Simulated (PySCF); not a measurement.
A structure optimised at PBE-D3(BJ)/def2-SVP, used in a PySCF frequency run:

```xyz
8

O     -0.2914    -0.7264     1.7209
Si    -0.2758    -0.1362     0.1634
F     -1.7673    -0.3334    -0.4783
S      1.2356    -1.2445    -0.8471
S      0.0591     1.9650    -0.0574
H     -1.0012    -0.3666     2.2842
H      1.0667    -2.3185    -0.0228
H      1.3173     1.8766     0.4595
```

### Question
Write its SMILES and formula.

### Answer
O[Si](F)(S)S, FH3OS2Si

### Question
What are its rotational constants (standard atomic weights)?

### Answer
2.7608, 1.8582, 1.5521 GHz
